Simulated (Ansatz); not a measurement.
Cost and result up the ladder for Al(H2S)Cl3 (AlH2SCl3) (7 atoms). The state is a singlet with charge 0. Geometry: PBE0-D4/def2-SVP.

Cartesian coordinates in Å:
```
Al 0.2038 0.4096 -0.8986
S 0.2530 -0.2828 1.4930
H -1.0455 -0.0182 1.7684
H 0.0173 -1.5998 1.2884
Cl 0.0929 2.4925 -0.6176
Cl -1.5568 -0.5679 -1.5312
Cl 2.0353 -0.4334 -1.5026
```

Ansatz on 4 threads of AMD EPYC 9R45 on a shared host. Times are rough, and most runs start from the orbitals of an earlier one. r2SCAN0-D4/def2-TZVP serves as the yardstick here, not as an exact answer. Differences are given only for rows in sets of like size (and for xTB, whose basis is part of the method), since another set adds its own error. Binding counts from free atoms at the same level (Al doublet, S triplet, H doublet, Cl doublet; other spins of the atoms weren't run), without zero-point energy or a counterpoise term.

B3LYP takes the VWN-RPA correlation. HSE06 is defined as in plane-wave codes, on full-range PBE exchange. Correlated methods freeze 25 core orbitals.

Correlated methods converge slowly with the basis.

| level | functions | wall time |
| --- | --- | --- |
| HF/STO-3G | 47 | 0.1 s |
| HF/6-31G | 69 | 0.2 s |
| PBE-D4/def2-SVP | 100 | 0.35 s |
| B3LYP-D4/6-31G | 69 | 0.4 s |
| LDA (SPW92)/def2-TZVP | 197 | 0.45 s |
| PBE0-D4/def2-SVP | 100 | 0.55 s |
| PBE-D4/def2-TZVP (with forces) | 197 | 0.8 s |
| B3LYP-D4/def2-TZVP | 197 | 1.1 s |
| PBE0-D4/def2-TZVP | 197 | 1.1 s |
| HSE06-D4/def2-TZVP | 197 | 1.1 s |
| r2SCAN-D4/def2-TZVP | 197 | 1.4 s |
| r2SCANh-D4/def2-TZVP | 197 | 1.8 s |
| r2SCAN0-D4/def2-TZVP | 197 | 1.8 s |
| CCSD(T)/def2-TZVP | 197 | 13 s |

Task: Estimate what each level gives for the binding energy per atom (eV).

Result: 
```json
{"level": "HF/STO-3G", "binding energy per atom (eV)": "3.26", "difference from r2SCAN0-D4/def2-TZVP (eV)": "–"}
{"level": "HF/6-31G", "binding energy per atom (eV)": "1.79", "difference from r2SCAN0-D4/def2-TZVP (eV)": "–"}
{"level": "PBE-D4/def2-SVP", "binding energy per atom (eV)": "3.18", "difference from r2SCAN0-D4/def2-TZVP (eV)": "–"}
{"level": "B3LYP-D4/6-31G", "binding energy per atom (eV)": "2.60", "difference from r2SCAN0-D4/def2-TZVP (eV)": "–"}
{"level": "LDA (SPW92)/def2-TZVP", "binding energy per atom (eV)": "3.55", "difference from r2SCAN0-D4/def2-TZVP (eV)": "0.40"}
{"level": "PBE0-D4/def2-SVP", "binding energy per atom (eV)": "3.14", "difference from r2SCAN0-D4/def2-TZVP (eV)": "–"}
{"level": "PBE-D4/def2-TZVP (with forces)", "binding energy per atom (eV)": "3.17", "difference from r2SCAN0-D4/def2-TZVP (eV)": "0.02"}
{"level": "B3LYP-D4/def2-TZVP", "binding energy per atom (eV)": "3.10", "difference from r2SCAN0-D4/def2-TZVP (eV)": "-0.05"}
{"level": "PBE0-D4/def2-TZVP", "binding energy per atom (eV)": "3.15", "difference from r2SCAN0-D4/def2-TZVP (eV)": "-0.01"}
{"level": "HSE06-D4/def2-TZVP", "binding energy per atom (eV)": "3.15", "difference from r2SCAN0-D4/def2-TZVP (eV)": "0.00"}
{"level": "r2SCAN-D4/def2-TZVP", "binding energy per atom (eV)": "3.20", "difference from r2SCAN0-D4/def2-TZVP (eV)": "0.05"}
{"level": "r2SCANh-D4/def2-TZVP", "binding energy per atom (eV)": "3.18", "difference from r2SCAN0-D4/def2-TZVP (eV)": "0.03"}
{"level": "r2SCAN0-D4/def2-TZVP", "binding energy per atom (eV)": "3.15", "difference from r2SCAN0-D4/def2-TZVP (eV)": "0.00"}
{"level": "CCSD(T)/def2-TZVP", "binding energy per atom (eV)": "3.03", "difference from r2SCAN0-D4/def2-TZVP (eV)": "-0.12"}
```
